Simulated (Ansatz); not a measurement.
Consider the ligand exchange at the Si–C bond: `NC(=O)[SiH2]Cl` + `N[SiH3]` → `[SiH3]N[SiH2]Cl` + `NC=O`.

Program: Ansatz. Geometries: PBE0-D4/def2-TZVP. ΔE: electronic, gas phase. CCSD(T)/CBS adds triple-zeta CCSD(T) − MP2 to the extrapolated MP2 energy (def2 sets, frozen cores). This one scheme is used for every species. Functionals use def2-TZVPP. B3LYP here is the variant with VWN-RPA as its local correlation; programs differ in this. Each species was taken in one conformer, which may not be the lowest.

`NC(=O)[SiH2]Cl`:

```xyz
9

N     1.478    0.462    0.197
C     0.512    0.012   -0.626
O     0.667   -0.197   -1.816
Si   -1.241   -0.345    0.036
Cl   -1.369    0.053    2.062
H     2.399    0.645   -0.170
H     1.294    0.617    1.173
H    -2.197    0.529   -0.675
H    -1.542   -1.775   -0.181
```

`N[SiH3]`:

```xyz
7

N     0.677   -0.748   -0.346
Si   -0.330    0.531    0.209
H     0.557   -1.106   -1.280
H     0.938   -1.487    0.286
H    -0.323    1.599   -0.823
H    -1.757    0.174    0.469
H     0.238    1.037    1.485
```

`[SiH3]N[SiH2]Cl`:

Cartesian coordinates in Å:
```
Si 0.204 -1.468 -0.535
N 0.476 0.240 -0.404
Si -0.203 1.316 0.735
Cl -2.072 2.006 0.191
H -0.475 -1.886 0.716
H -0.649 -1.814 -1.703
H 1.494 -2.190 -0.684
H 0.947 0.676 -1.186
H -0.378 0.605 2.018
H 0.656 2.516 0.852
```

`NC=O`:

```xyz
6

N    -0.028   -0.247    0.646
C     0.027    0.231   -0.617
O     0.231   -0.437   -1.600
H     0.109   -1.231    0.806
H    -0.201    0.360    1.425
H    -0.138    1.325   -0.660
```

| level | ΔE (kJ/mol) |
| --- | --- |
| PBE-D4 | -69.4 |
| PBE0-D4 | -77.4 |
| ωB97X-V | -80.5 |
| r2SCAN | -77.2 |
| PBE0 | -76.4 |
| B3LYP | -78.4 |
| HF/def2-QZVPP | -98.1 |
| MP2/def2-QZVPP | -86.1 |

**Question.** What does CCSD(T)/CBS give? (An estimate is asked.)

**Answer.** Ansatz gave: -82.2 kJ/mol. The listed levels differ from it by 12.8, 4.8, 1.7, 5.0, 5.8, 3.8, -15.9, -3.9 kJ/mol.

Largest T1 diagnostic among the species: 0.016.

From PBE to PBE0 (25 % exact exchange), in def2-TZVPP and without D4, ΔE moves by −8.0 kJ/mol. In def2-TZVPP, CCSD(T) changes the Hartree–Fock value by +13.4 kJ/mol (the triples alone add +2.9 kJ/mol) and MP2 by +10.5 kJ/mol.
